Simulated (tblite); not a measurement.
Record of a relaxation.

Species: C₆H₉ClSi.
Atom-mapped SMILES: `[CH3:1][C:2]1=[CH:3][SiH2:4][C@H:5]1/[CH:6]=[CH:7]\[Cl:8]` (hydrogens: H9, H10, H11 on C1; H12 on C3; H13, H14 on Si4; H15 on C5; H16 on C6; H17 on C7)

Computed with GFN2-xTB (tblite), gas phase: L-BFGS steps from a force-field or distance-geometry start until the largest atomic force falls under 0.01 eV/Å. 10 of its 100 geometries are shown.

Step 0: E = -642.8375 eV, largest atomic force 1.719 eV/Å
```
atom  x, y, z in Å  |  force x, y, z in eV/Å
C1     -2.086   -1.110    0.451    0.971   1.246  -0.678
C2     -1.115   -0.082   -0.230    0.005  -0.822   0.312
C3     -1.349    1.090   -0.841   -1.239   0.185   0.002
Si4     0.402    1.488   -1.298    0.307   0.966  -0.198
C5      0.450   -0.181   -0.363   -1.347  -0.505   0.719
C6      1.138   -0.174    0.946    0.832  -0.494  -0.045
C7      2.442   -0.453    1.089   -0.700   0.258   0.934
Cl8     3.535   -0.839   -0.167   -0.075  -0.031  -0.362
H9     -2.993   -1.221   -0.153    0.251   0.172   0.113
H10    -2.379   -0.755    1.452    0.205  -0.072  -0.435
H11    -1.616   -2.086    0.544    0.125   0.134   0.003
H12    -2.287    1.629   -1.030    0.269  -0.584   0.298
H13     0.647    1.428   -2.744    0.192   0.060   0.182
H14     0.936    2.662   -0.559    0.042  -0.373  -0.330
H15     0.771   -0.995   -1.016    0.027  -0.116   0.302
H16     0.557    0.065    1.848    0.336  -0.089  -0.577
H17     2.938   -0.454    2.060   -0.199   0.063  -0.239
```

Step 11: E = -643.1558 eV, largest atomic force 0.099 eV/Å
```
atom  x, y, z in Å  |  force x, y, z in eV/Å
C1     -2.019   -1.060    0.410   -0.007  -0.027   0.017
C2     -1.108   -0.078   -0.234   -0.026   0.025  -0.007
C3     -1.409    1.083   -0.836    0.019  -0.004  -0.008
Si4     0.361    1.515   -1.287   -0.028  -0.039  -0.020
C5      0.397   -0.201   -0.333    0.014   0.093  -0.030
C6      1.126   -0.210    0.949   -0.001  -0.057  -0.003
C7      2.418   -0.465    1.114   -0.020   0.048  -0.038
Cl8     3.474   -0.842   -0.204   -0.093  -0.008   0.020
H9     -2.932   -1.161   -0.177    0.020  -0.023   0.054
H10    -2.301   -0.708    1.404    0.022  -0.053  -0.011
H11    -1.542   -2.033    0.509   -0.002   0.015   0.001
H12    -2.394    1.506   -0.965    0.044  -0.023  -0.005
H13     0.721    1.446   -2.700    0.046  -0.006  -0.010
H14     0.998    2.634   -0.603    0.045   0.009   0.027
H15     0.716   -1.041   -0.958   -0.009   0.062   0.056
H16     0.565    0.055    1.836   -0.028   0.008  -0.029
H17     2.922   -0.429    2.066    0.005  -0.020  -0.015
```

Step 22: E = -643.1650 eV, largest atomic force 0.057 eV/Å
```
atom  x, y, z in Å  |  force x, y, z in eV/Å
C1     -2.003   -1.067    0.417    0.011   0.012  -0.007
C2     -1.115   -0.069   -0.236    0.026  -0.008  -0.006
C3     -1.415    1.087   -0.849    0.011   0.005  -0.015
Si4     0.360    1.520   -1.292    0.041   0.040   0.005
C5      0.390   -0.182   -0.329    0.001   0.004   0.011
C6      1.107   -0.196    0.959   -0.036  -0.023  -0.003
C7      2.397   -0.459    1.113   -0.021   0.003   0.013
Cl8     3.409   -0.852   -0.232    0.006  -0.001   0.017
H9     -2.928   -1.178   -0.146   -0.033  -0.013  -0.003
H10    -2.268   -0.739    1.423    0.021   0.015   0.031
H11    -1.510   -2.032    0.497    0.019  -0.019  -0.020
H12    -2.398    1.506   -0.988    0.002  -0.001  -0.015
H13     0.768    1.443   -2.693   -0.016  -0.002   0.018
H14     1.027    2.621   -0.598   -0.037  -0.012  -0.007
H15     0.719   -1.018   -0.950   -0.021  -0.008   0.019
H16     0.534    0.067    1.839    0.035   0.018  -0.002
H17     2.919   -0.441    2.056   -0.008  -0.009  -0.037
```

Step 33: E = -643.1677 eV, largest atomic force 0.045 eV/Å
```
atom  x, y, z in Å  |  force x, y, z in eV/Å
C1     -1.994   -1.068    0.417    0.000   0.001   0.010
C2     -1.120   -0.064   -0.245    0.004   0.016   0.017
C3     -1.415    1.088   -0.866    0.009   0.007  -0.018
Si4     0.366    1.524   -1.288   -0.026   0.032  -0.017
C5      0.384   -0.177   -0.325   -0.007  -0.015   0.005
C6      1.099   -0.192    0.963   -0.013  -0.013   0.003
C7      2.387   -0.466    1.112   -0.006   0.003   0.005
Cl8     3.390   -0.866   -0.237    0.014  -0.015   0.007
H9     -2.937   -1.181   -0.116   -0.005   0.024  -0.006
H10    -2.223   -0.750    1.435    0.002  -0.002   0.023
H11    -1.492   -2.031    0.471   -0.004  -0.020  -0.012
H12    -2.397    1.509   -1.021    0.004  -0.018   0.000
H13     0.778    1.442   -2.687    0.008   0.009   0.011
H14     1.010    2.631   -0.584   -0.018  -0.018  -0.014
H15     0.706   -1.021   -0.937    0.026   0.005  -0.018
H16     0.536    0.085    1.844    0.002   0.007   0.006
H17     2.913   -0.452    2.051    0.008  -0.001  -0.002
```

Step 44: E = -643.1764 eV, largest atomic force 0.097 eV/Å
```
atom  x, y, z in Å  |  force x, y, z in eV/Å
C1     -1.970   -1.056    0.438   -0.030  -0.030   0.003
C2     -1.119   -0.055   -0.252   -0.025   0.049   0.024
C3     -1.437    1.052   -0.940    0.037   0.008  -0.012
Si4     0.344    1.542   -1.306   -0.089   0.037  -0.012
C5      0.389   -0.142   -0.314   -0.006  -0.008  -0.058
C6      1.107   -0.170    0.969    0.015  -0.002  -0.010
C7      2.380   -0.506    1.127   -0.004   0.008   0.001
Cl8     3.381   -1.000   -0.193   -0.034   0.007  -0.016
H9     -2.978   -1.053    0.025    0.015  -0.018   0.043
H10    -2.038   -0.840    1.508    0.032   0.019  -0.076
H11    -1.530   -2.046    0.331   -0.063  -0.022   0.004
H12    -2.429    1.432   -1.141    0.074  -0.053   0.024
H13     0.847    1.489   -2.679   -0.019   0.001   0.059
H14     0.868    2.680   -0.558    0.042   0.019  -0.016
H15     0.715   -0.974   -0.938    0.048  -0.043  -0.027
H16     0.559    0.148    1.845    0.004   0.035   0.019
H17     2.903   -0.489    2.067    0.002  -0.008   0.050
```

Step 55: E = -643.1848 eV, largest atomic force 0.033 eV/Å
```
atom  x, y, z in Å  |  force x, y, z in eV/Å
C1     -1.958   -1.059    0.445    0.013   0.009  -0.023
C2     -1.111   -0.071   -0.270   -0.001   0.024   0.019
C3     -1.446    1.017   -0.980    0.003  -0.002  -0.004
Si4     0.322    1.569   -1.304   -0.016  -0.020  -0.018
C5      0.400   -0.122   -0.318    0.001   0.009  -0.020
C6      1.112   -0.145    0.968   -0.009   0.008  -0.002
C7      2.370   -0.529    1.143   -0.008  -0.009   0.002
Cl8     3.351   -1.092   -0.163   -0.001  -0.009   0.003
H9     -3.002   -0.963    0.155   -0.020   0.019  -0.012
H10    -1.884   -0.900    1.522    0.023  -0.018  -0.001
H11    -1.617   -2.071    0.236    0.014  -0.024  -0.001
H12    -2.445    1.358   -1.207    0.020   0.009   0.025
H13     0.879    1.528   -2.653   -0.022  -0.001  -0.004
H14     0.804    2.729   -0.558    0.008  -0.006   0.013
H15     0.754   -0.939   -0.949    0.009  -0.018   0.009
H16     0.578    0.223    1.834   -0.019   0.013   0.011
H17     2.885   -0.521    2.089    0.005   0.015   0.004
```

Step 66: E = -643.1895 eV, largest atomic force 0.056 eV/Å
```
atom  x, y, z in Å  |  force x, y, z in eV/Å
C1     -1.937   -1.068    0.435   -0.019   0.007  -0.013
C2     -1.099   -0.077   -0.282    0.012   0.004   0.041
C3     -1.444    1.014   -0.980   -0.007  -0.017   0.014
Si4     0.317    1.569   -1.319    0.006   0.016   0.029
C5      0.412   -0.119   -0.331    0.002  -0.014   0.029
C6      1.107   -0.117    0.967    0.005   0.019  -0.008
C7      2.352   -0.530    1.166   -0.006   0.006  -0.010
Cl8     3.317   -1.164   -0.121    0.033  -0.006   0.041
H9     -2.991   -0.901    0.226   -0.056  -0.004   0.003
H10    -1.776   -0.981    1.510    0.017  -0.024  -0.003
H11    -1.671   -2.083    0.143    0.032  -0.011  -0.009
H12    -2.446    1.356   -1.183   -0.020   0.020  -0.010
H13     0.840    1.548   -2.681    0.009  -0.001   0.006
H14     0.792    2.719   -0.549    0.026  -0.005  -0.035
H15     0.783   -0.946   -0.939   -0.022   0.009  -0.015
H16     0.572    0.292    1.815    0.000   0.006  -0.029
H17     2.865   -0.500    2.113   -0.013  -0.004  -0.033
```

Step 77: E = -643.1974 eV, largest atomic force 0.038 eV/Å
```
atom  x, y, z in Å  |  force x, y, z in eV/Å
C1     -1.924   -1.098    0.413   -0.007   0.000  -0.005
C2     -1.098   -0.079   -0.278   -0.005   0.009   0.020
C3     -1.449    1.038   -0.932    0.006   0.010  -0.005
Si4     0.310    1.570   -1.327   -0.002   0.017   0.012
C5      0.413   -0.124   -0.352    0.000  -0.014   0.028
C6      1.105   -0.077    0.946    0.012   0.006   0.003
C7      2.331   -0.515    1.195    0.009   0.005  -0.010
Cl8     3.316   -1.260   -0.016   -0.022  -0.001   0.015
H9     -2.985   -0.877    0.314   -0.008   0.011  -0.003
H10    -1.667   -1.134    1.472    0.011   0.003  -0.006
H11    -1.727   -2.086   -0.002    0.016  -0.029  -0.018
H12    -2.451    1.398   -1.101   -0.006   0.012   0.006
H13     0.764    1.553   -2.714    0.009  -0.029  -0.014
H14     0.878    2.697   -0.591   -0.019   0.007  -0.012
H15     0.781   -0.963   -0.944    0.006   0.007  -0.010
H16     0.571    0.405    1.755    0.014  -0.014   0.009
H17     2.824   -0.436    2.151   -0.013   0.000  -0.012
```

Step 88: E = -643.1994 eV, largest atomic force 0.035 eV/Å
```
atom  x, y, z in Å  |  force x, y, z in eV/Å
C1     -1.916   -1.109    0.400    0.000  -0.019   0.006
C2     -1.097   -0.074   -0.275   -0.027   0.017   0.015
C3     -1.452    1.050   -0.914    0.003   0.006  -0.011
Si4     0.304    1.575   -1.329    0.012  -0.010  -0.006
C5      0.414   -0.116   -0.349   -0.017   0.003  -0.008
C6      1.105   -0.062    0.948    0.012  -0.002  -0.011
C7      2.325   -0.512    1.205   -0.001  -0.013   0.001
Cl8     3.297   -1.306    0.016   -0.011   0.012   0.004
H9     -2.977   -0.873    0.345    0.016   0.009   0.002
H10    -1.619   -1.192    1.446   -0.015  -0.001   0.002
H11    -1.744   -2.082   -0.062    0.005  -0.005  -0.012
H12    -2.454    1.417   -1.073    0.002  -0.014   0.006
H13     0.752    1.515   -2.718   -0.004  -0.001  -0.001
H14     0.876    2.714   -0.619    0.003   0.027   0.000
H15     0.784   -0.952   -0.943    0.010  -0.005   0.016
H16     0.580    0.437    1.753   -0.004   0.007  -0.010
H17     2.814   -0.419    2.160    0.015  -0.012   0.008
```

Step 99: E = -643.2001 eV, largest atomic force 0.010 eV/Å
```
atom  x, y, z in Å  |  force x, y, z in eV/Å
C1     -1.911   -1.114    0.396   -0.003   0.004   0.001
C2     -1.094   -0.071   -0.270    0.000   0.001   0.002
C3     -1.452    1.053   -0.908   -0.003  -0.002  -0.004
Si4     0.302    1.578   -1.331    0.001  -0.002   0.001
C5      0.416   -0.110   -0.346    0.000   0.001   0.002
C6      1.108   -0.052    0.951   -0.001   0.001   0.001
C7      2.322   -0.517    1.212   -0.002   0.001   0.004
Cl8     3.285   -1.323    0.025    0.003  -0.003  -0.003
H9     -2.970   -0.865    0.359   -0.005  -0.007  -0.005
H10    -1.605   -1.224    1.437    0.006   0.001   0.001
H11    -1.754   -2.077   -0.092   -0.003   0.002  -0.001
H12    -2.455    1.415   -1.064   -0.005   0.000  -0.001
H13     0.747    1.503   -2.720   -0.003   0.003  -0.005
H14     0.867    2.734   -0.640    0.003  -0.002  -0.001
H15     0.788   -0.950   -0.935    0.004   0.004   0.003
H16     0.586    0.458    1.750    0.005   0.000   0.004
H17     2.813   -0.427    2.167    0.003  -0.003   0.003
```

**Question.** Summarise the path.

**Answer.** The energy falls by 0.3626 eV from step 0 to step 99; nine tenths of that is first reached at step 20. It falls at every step. The largest force goes from 1.719 to 0.010 eV/Å. Among the bonds C1–C2 changes most, from 1.570 to 1.483 Å; the atoms move by 0.376 Å rms after alignment.

**Question.** Follow the three bonds and two angles with the largest change from start to end.

**Answer.** 
```json
{"step": "0", "E above end (eV)": "0.3626", "largest force (eV/Å)": "1.719", "C1–C2 (Å)": "1.570", "C2–C5 (Å)": "1.574", "Si4–C5 (Å)": "1.914", "Si4–C3–H12 (°)": "131.2", "C3–Si4–H13 (°)": "113.1"}
{"step": "4", "E above end (eV)": "0.1206", "largest force (eV/Å)": "0.419", "C1–C2 (Å)": "1.490", "C2–C5 (Å)": "1.518", "Si4–C5 (Å)": "1.975", "Si4–C3–H12 (°)": "131.8", "C3–Si4–H13 (°)": "114.7"}
{"step": "9", "E above end (eV)": "0.0491", "largest force (eV/Å)": "0.140", "C1–C2 (Å)": "1.488", "C2–C5 (Å)": "1.518", "Si4–C5 (Å)": "1.960", "Si4–C3–H12 (°)": "137.1", "C3–Si4–H13 (°)": "116.8"}
{"step": "13", "E above end (eV)": "0.0423", "largest force (eV/Å)": "0.069", "C1–C2 (Å)": "1.486", "C2–C5 (Å)": "1.513", "Si4–C5 (Å)": "1.961", "Si4–C3–H12 (°)": "138.3", "C3–Si4–H13 (°)": "117.4"}
{"step": "17", "E above end (eV)": "0.0385", "largest force (eV/Å)": "0.075", "C1–C2 (Å)": "1.488", "C2–C5 (Å)": "1.511", "Si4–C5 (Å)": "1.959", "Si4–C3–H12 (°)": "138.4", "C3–Si4–H13 (°)": "117.9"}
{"step": "22", "E above end (eV)": "0.0351", "largest force (eV/Å)": "0.057", "C1–C2 (Å)": "1.487", "C2–C5 (Å)": "1.512", "Si4–C5 (Å)": "1.956", "Si4–C3–H12 (°)": "137.8", "C3–Si4–H13 (°)": "118.5"}
{"step": "26", "E above end (eV)": "0.0339", "largest force (eV/Å)": "0.053", "C1–C2 (Å)": "1.487", "C2–C5 (Å)": "1.510", "Si4–C5 (Å)": "1.956", "Si4–C3–H12 (°)": "137.7", "C3–Si4–H13 (°)": "118.3"}
{"step": "30", "E above end (eV)": "0.0330", "largest force (eV/Å)": "0.032", "C1–C2 (Å)": "1.486", "C2–C5 (Å)": "1.510", "Si4–C5 (Å)": "1.957", "Si4–C3–H12 (°)": "137.7", "C3–Si4–H13 (°)": "118.0"}
{"step": "34", "E above end (eV)": "0.0322", "largest force (eV/Å)": "0.040", "C1–C2 (Å)": "1.487", "C2–C5 (Å)": "1.511", "Si4–C5 (Å)": "1.954", "Si4–C3–H12 (°)": "137.6", "C3–Si4–H13 (°)": "118.0"}
{"step": "39", "E above end (eV)": "0.0293", "largest force (eV/Å)": "0.113", "C1–C2 (Å)": "1.486", "C2–C5 (Å)": "1.511", "Si4–C5 (Å)": "1.959", "Si4–C3–H12 (°)": "137.3", "C3–Si4–H13 (°)": "119.1"}
{"step": "43", "E above end (eV)": "0.0249", "largest force (eV/Å)": "0.091", "C1–C2 (Å)": "1.484", "C2–C5 (Å)": "1.511", "Si4–C5 (Å)": "1.955", "Si4–C3–H12 (°)": "137.4", "C3–Si4–H13 (°)": "119.8"}
{"step": "47", "E above end (eV)": "0.0210", "largest force (eV/Å)": "0.083", "C1–C2 (Å)": "1.485", "C2–C5 (Å)": "1.511", "Si4–C5 (Å)": "1.957", "Si4–C3–H12 (°)": "138.1", "C3–Si4–H13 (°)": "120.1"}
{"step": "52", "E above end (eV)": "0.0163", "largest force (eV/Å)": "0.046", "C1–C2 (Å)": "1.485", "C2–C5 (Å)": "1.513", "Si4–C5 (Å)": "1.960", "Si4–C3–H12 (°)": "137.7", "C3–Si4–H13 (°)": "120.7"}
{"step": "56", "E above end (eV)": "0.0150", "largest force (eV/Å)": "0.031", "C1–C2 (Å)": "1.484", "C2–C5 (Å)": "1.513", "Si4–C5 (Å)": "1.958", "Si4–C3–H12 (°)": "137.9", "C3–Si4–H13 (°)": "120.7"}
{"step": "60", "E above end (eV)": "0.0138", "largest force (eV/Å)": "0.055", "C1–C2 (Å)": "1.483", "C2–C5 (Å)": "1.512", "Si4–C5 (Å)": "1.957", "Si4–C3–H12 (°)": "137.7", "C3–Si4–H13 (°)": "120.5"}
{"step": "65", "E above end (eV)": "0.0111", "largest force (eV/Å)": "0.062", "C1–C2 (Å)": "1.483", "C2–C5 (Å)": "1.512", "Si4–C5 (Å)": "1.961", "Si4–C3–H12 (°)": "137.9", "C3–Si4–H13 (°)": "120.1"}
{"step": "69", "E above end (eV)": "0.0093", "largest force (eV/Å)": "0.045", "C1–C2 (Å)": "1.483", "C2–C5 (Å)": "1.512", "Si4–C5 (Å)": "1.957", "Si4–C3–H12 (°)": "138.1", "C3–Si4–H13 (°)": "119.8"}
{"step": "73", "E above end (eV)": "0.0051", "largest force (eV/Å)": "0.062", "C1–C2 (Å)": "1.482", "C2–C5 (Å)": "1.513", "Si4–C5 (Å)": "1.959", "Si4–C3–H12 (°)": "138.0", "C3–Si4–H13 (°)": "119.3"}
{"step": "77", "E above end (eV)": "0.0028", "largest force (eV/Å)": "0.038", "C1–C2 (Å)": "1.483", "C2–C5 (Å)": "1.513", "Si4–C5 (Å)": "1.957", "Si4–C3–H12 (°)": "138.0", "C3–Si4–H13 (°)": "119.2"}
{"step": "82", "E above end (eV)": "0.0018", "largest force (eV/Å)": "0.040", "C1–C2 (Å)": "1.484", "C2–C5 (Å)": "1.513", "Si4–C5 (Å)": "1.959", "Si4–C3–H12 (°)": "137.9", "C3–Si4–H13 (°)": "119.1"}
{"step": "86", "E above end (eV)": "0.0010", "largest force (eV/Å)": "0.028", "C1–C2 (Å)": "1.483", "C2–C5 (Å)": "1.513", "Si4–C5 (Å)": "1.956", "Si4–C3–H12 (°)": "137.7", "C3–Si4–H13 (°)": "119.2"}
{"step": "90", "E above end (eV)": "0.0004", "largest force (eV/Å)": "0.020", "C1–C2 (Å)": "1.483", "C2–C5 (Å)": "1.514", "Si4–C5 (Å)": "1.958", "Si4–C3–H12 (°)": "138.0", "C3–Si4–H13 (°)": "118.9"}
{"step": "95", "E above end (eV)": "0.0002", "largest force (eV/Å)": "0.017", "C1–C2 (Å)": "1.483", "C2–C5 (Å)": "1.513", "Si4–C5 (Å)": "1.957", "Si4–C3–H12 (°)": "137.9", "C3–Si4–H13 (°)": "118.9"}
{"step": "99", "E above end (eV)": "0.0000", "largest force (eV/Å)": "0.010", "C1–C2 (Å)": "1.483", "C2–C5 (Å)": "1.513", "Si4–C5 (Å)": "1.958", "Si4–C3–H12 (°)": "137.9", "C3–Si4–H13 (°)": "118.9"}
```

What follows is the cost of the whole relaxation. On one thread of an Arm Neoverse N1, on a shared host, this took 1.4 s of wall time.
